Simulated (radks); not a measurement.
Results of a calculation; reference values are marked as such.
Effect of the nuclear size on the arsenic ion As2+, [Ar] 3d10 4s2 4p1. Level of theory: Dirac Kohn-Sham, LDA (Slater exchange, Perdew-Wang correlation), spin-unpolarised, spherical densities, finite nucleus; open shells fill j = l - 1/2 first; Fermi nuclear charge, rms radius 4.0968 fm (a radial shooting solver on a logarithmic mesh with Libxc functionals). The rms radius is varied about that value; shifts are against it.

| rms radius (fm) | total energy shift (eV) | density at nucleus (e/bohr^3) | 1s1/2 shift (meV) | 2s1/2 shift (meV) | 3s1/2 shift (meV) | 3p1/2 shift (meV) | 4s1/2 shift (meV) |
|---|---|---|---|---|---|---|---|
| 3.3471 | -0.132 | 3.588e+04 | -55.9 | -5.49 | -0.826 | 0.092 | -0.076 |
| 3.7936 | -0.0562 | 3.558e+04 | -23.9 | -2.35 | -0.353 | 0.039 | -0.032 |
| 4.0968 | 0 | 3.539e+04 | 0.000 | 0.000 | 0.000 | 0.000 | 0.000 |
| 4.3836 | 0.0569 | 3.523e+04 | 24.2 | 2.37 | 0.357 | -0.040 | 0.033 |
| 5.0555 | 0.204 | 3.49e+04 | 86.8 | 8.52 | 1.28 | -0.142 | 0.117 |

Slopes of the eigenvalues against <r^2> in GHz/fm^2, as finite differences over the two radii next to the reference (eigenvalue slopes, not the field-shift constants of lines): 1s1/2 2410, 2s1/2 237, 3s1/2 35.6, 3p1/2 -3.94, 4s1/2 3.26.
